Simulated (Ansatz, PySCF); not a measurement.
Species: C2H6ClSi, charge 0, multiplicity 2. It need not be the lowest isomer of its formula. 
Coordinates optimised at B3LYP-D3(BJ)/def2-TZVP (Ansatz, a first-principles code):
```
Si
C 1 1.8775
H 2 1.0899 1 111.25
H 2 1.0920 3 108.55 1 -121.46
H 2 1.0940 3 108.37 4 -117.69
C 1 1.8775 2 111.78 3 177.97
H 6 1.0899 1 111.25 2 -177.97
H 6 1.0920 7 108.55 1 121.46
H 6 1.0940 7 108.37 8 117.69
Cl 1 2.0899 2 107.90 3 59.48
```
Charge 0, spin multiplicity 2.

Dipole moments at this geometry, in debye (magnitudes).

```
level                    program  dipole (D)
-----------------------  -------  ----------
PBE/def2-TZVPD             PySCF        2.14
BLYP/def2-TZVPD           Ansatz        2.10
revPBE/def2-TZVPD         Ansatz        2.12
r2SCAN/def2-TZVPD         Ansatz        2.18
B97M-V/def2-TZVPD         Ansatz        2.15
B3LYP/def2-TZVPD          Ansatz        2.17
PBE0/def2-TZVPD           Ansatz        2.21
BHLYP/def2-TZVPD          Ansatz        2.24
M06-2X/def2-TZVPD          PySCF        2.23
LC-wPBE/def2-TZVPD        Ansatz        2.27
wB97M-V/def2-TZVPD        Ansatz        2.17
wB97X-V/def2-TZVPD        Ansatz        2.23
CCSD(T)/aug-cc-pV(D+d)Z   Ansatz        2.12
```
